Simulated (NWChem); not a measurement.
Molecule: AlSiH5O; SMILES [AlH2][O][SiH3]

```xyz
8

Al    -0.0035    -1.7642    -0.0013
H     -1.4101    -2.4910    -0.0044
H      1.3850    -2.5242    -0.0060
O      0.0176    -0.0644     0.0072
Si    -0.0031     1.5828    -0.0015
H      0.3774     2.1080     1.3450
H     -1.3673     2.0902    -0.3428
H      0.9644     2.1079    -1.0125
```
Atoms are numbered in this order, from 1.

Program: NWChem. The geometry was optimised at PBE0/def2-SVP. Ions are spin-unrestricted doublets at the neutral geometry; other ion states weren't tried.

For level PBE0/def2-SVP:

```yaml
vertical ionisation energy, ΔSCF (eV): 10.15
"−ε(HOMO) (eV)": 8.14
```

Problem. Estimate the same quantities for level PBE/def2-SVP.

Solution. The vertical ionisation energy, ΔSCF (eV) comes out as 9.65 and the −ε(HOMO) (eV) comes out as 6.77.
